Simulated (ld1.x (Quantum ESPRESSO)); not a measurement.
Results of a calculation; reference values are marked as such.
## Hardness and transferability of assorted potentials

Generated with ld1.x 7.5 (TM, RRKJ, ultrasoft, PAW), atompaw 4.2 or ONCVPSP 4.0.1. The cutoff is in Ry: for ld1.x and atompaw files where the sum of valence levels is converged to 10 mRy in a Bessel basis, for ONCV files where the hardest occupied wave has 1 mHa per electron of residual kinetic energy. The error is the largest all-electron minus pseudo excitation energy over each file’s own four to seven test configurations (ionisations up to +4, promotions, holes and added fractions of an electron), all of which were solved. The labels leave out finer settings (local radius, basis sizes, second energies), which also bear on the numbers. Spin-polarised tests are not counted. The rows are a selection from randomly drawn settings: files with unsolved tests, undetermined cutoffs or missed reference levels are left out.

```tsv
element	potential	cutoff (Ry)	largest error (meV)	bound ghosts
P	TM, PBEsol, scalar-relativistic, rc 1.65/1.50/1.60 (spd), local s, core correction yes, reference 3s2 3p1	30	+33	none
Cr	TM, PBEsol, scalar-relativistic, rc 1.05/1.15/2.10 (spd), local p, core correction yes, reference 3s2 3p6 3d5 4s0 4p0	120	+254	none
Hf	TM, PBE, fully relativistic, rc 3.05/3.35/2.30 (spd), local s, core correction no, reference 5d2 6s1 6p1	21	+322	none
Hg	TM semilocal, LDA (PZ), scalar-relativistic, rc 2.05/3.15/2.20 (spd), local p, core correction no, reference 5d10 6s1.5 6p0.5	40	-38	none
```

Question: Fill in the row for Ta: ultrasoft, Wu–Cohen, scalar-relativistic, rc 2.65/3.90/1.95 (spd), local smoothed, core correction yes, reference 5d3 6s1 6p1.

Answer: cutoff 25 Ry, largest error -1163 meV, bound ghosts: none.

Question: Fill in the row for Sn: TM, LDA (PZ), fully relativistic, rc 2.05/2.55/1.40 (spd), local s, core correction yes, reference 4d10 5s2 5p1.

Answer: cutoff 90 Ry, largest error -407 meV, bound ghosts: none.
